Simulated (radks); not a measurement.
Species: Cr3+. Configuration: [Ar] 3d1 4d2 (not the ground configuration). Method: non-relativistic Kohn-Sham, LDA (Slater exchange, Perdew-Wang correlation), spin-polarised, spherical densities, point nucleus; open shells are filled with parallel spins first; computed with a radial shooting solver on a logarithmic mesh with Libxc functionals. Some entries of the table are withheld. Estimate them.

orbital  occ.  eigenvalue (eV)  <r> (bohr)
1s up       1        -5884.784     0.06431
1s down     1        -5884.783     0.06431
2s up       1        -723.9792      0.2968
2s down     1        -723.1485      0.2966
2p up       3        -626.0436      0.2614
2p down     3        -625.4058      0.2612
3s up       1        -133.0798      0.8723
3s down     1        -131.5220      0.8734
3p up       3        -105.0809      0.9024
3p down     3        -103.5347      0.9036
3d up       1         -60.0978      0.9687
3d down     0         -58.4756      0.9690
4s up       0         -37.9045       2.212
4s down     0         -35.6521       2.198
4p up       0         -30.7577       2.442
4p down     0         -28.4178       2.442
4d up       2              (1)       3.001
4d down     0              (2)       3.101
4f up       0         -12.8027       3.693
4f down     0         -11.0307       4.059
5d up       0          -9.7701       5.794
5d down     0          -9.1524       6.125

Answer. 
(1) 4d up eigenvalue (eV): -20.3698
(2) 4d down eigenvalue (eV): -18.1339
